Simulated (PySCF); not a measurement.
ethanol (C2H6O), singlet, geometry from GFN2-xTB. Base run: DF-TPSS/STO-3G (PySCF).

The PySCF input:
```python
from pyscf import gto, scf, dft

mol = gto.M(
    atom='''
C     1.176497   -0.412106    0.001945
C    -0.001587    0.549400   -0.003306
O    -1.195083   -0.206436    0.001787
H    -1.949671    0.390496   -0.001462
H     0.042327    1.198615    0.883798
H     0.041515    1.187890   -0.898201
H     2.111048    0.141815   -0.001815
H     1.133391   -1.040240    0.887262
H     1.132588   -1.050851   -0.875708
''',
    basis='sto-3g',
    charge=0,
    spin=0,
    verbose=4,
)

mf = dft.RKS(mol)
mf.xc = 'tpss'
mf = mf.density_fit(auxbasis='def2-universal-jkfit')
mf.kernel()
```

The base run was repeated with changes; each row names its change, and settings that it needs were set with it.

```csv
change,basis functions,E (Eh),HOMO (eV),HOMO-LUMO gap (eV),dipole (D),core-seconds (rough)
base,21,-153.06623,-2.09,9.90,1.21,3
basis = 6-31G,39,-155.00777,-5.73,7.33,1.79,4
basis = 3-21G,39,-154.19633,-5.24,7.59,1.58,5
basis = LANL2DZ,39,-155.04012,-5.90,7.64,1.93,5
basis = pcseg-0,39,-154.62217,-5.69,6.98,1.86,6
basis = 6-31G*,54,-155.04799,-5.73,7.52,1.49,6
basis = def2-SV(P),54,-154.92294,-5.87,6.96,1.54,5
basis = def2-SVP,72,-154.94220,-5.85,6.99,1.47,7
basis = aug-cc-pVDZ,123,-155.08310,-6.27,5.78,1.49,10
basis = aug-pcseg-1,123,-155.04140,-6.32,5.79,1.48,20
basis = cc-pVTZ,174,-155.11961,-6.12,6.72,1.44,20
basis = pcseg-2,174,-155.12459,-6.28,6.31,1.53,20
basis = def2-TZVPP,177,-155.12645,-6.22,6.71,1.46,20
```

Totals compare only among sets that treat the same electrons; sets with core potentials leave the core out.
